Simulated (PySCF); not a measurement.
**Two-dimensional NMR puzzle**

Compound of formula C₆H₉N₂P. Correlations simulated from computed shifts and the bond graph:

HSQC (one-bond C–H):
```csv
δH,δC
8.84,145.6
8.57,152.6
8.54,136.7
3.29,44.2
```

COSY cross peaks (H two or three bonds apart, from the bond graph; peaks can be absent where the dihedral angle is near 90°):
```csv
δH,δH
8.84,8.57
```

HMBC (two and three bonds, from the bond graph):
```csv
δH,δC
8.84,"152.6, 136.7"
8.57,"173.5, 145.6"
8.54,"173.5, 145.6"
3.29,"173.5, 44.2"
```

Carbons without hydrogens: δ 173.5.

How the numbers were obtained: geometry: GFN2-xTB, shieldings: GIAO PBE0/pcSseg-1, in PySCF 2.14.0 with density-fitted response routines (equivalent nuclei averaged, isolated molecule, one computed conformer, non-relativistic Hamiltonian).

References, each an isolated molecule treated in the same way: TMS for ¹H (31.72 ppm), ¹³C (186.93 ppm).

Exchangeable hydrogens are left out of these lists.

Assemble the structure.

## Answers

`CN(C)c1cnccp1`.

Mapped SMILES: `[CH3:1][N:2]([CH3:3])[c:4]1[cH:5][n:6][cH:7][cH:8][p:9]1`. Each H is labelled by its parent atom.

- δC 173.5 is C4, an aromatic carbon bearing nitrogen.
- δC 152.6 is C8, an aromatic CH (δH 8.57).
- δC 145.6 is C7, an aromatic CH next to a ring nitrogen (δH 8.84).
- δC 136.7 is C5, an aromatic CH next to a ring nitrogen (δH 8.54).
- δC 44.2 is C1/C3, a methyl carbon bonded to N (δH 3.29).
- HMBC from δH 8.57 reaches the proton-free carbon C4.
- HMBC from δH 8.54 reaches the proton-free carbon C4.
- HMBC from δH 3.29 reaches the proton-free carbon C4.
- COSY links 8.84–8.57.

The shifts were computed for this structure.

Shifts are as computed. Against solution values, carbons near 30 ppm lie about +3 ppm off and those near 130 ppm about +5 ppm. Of 1211 compounds with measured shifts, 218 miss one by over three times the rms of a fit or turn the order of signals round; such compounds aren't used in these exercises.
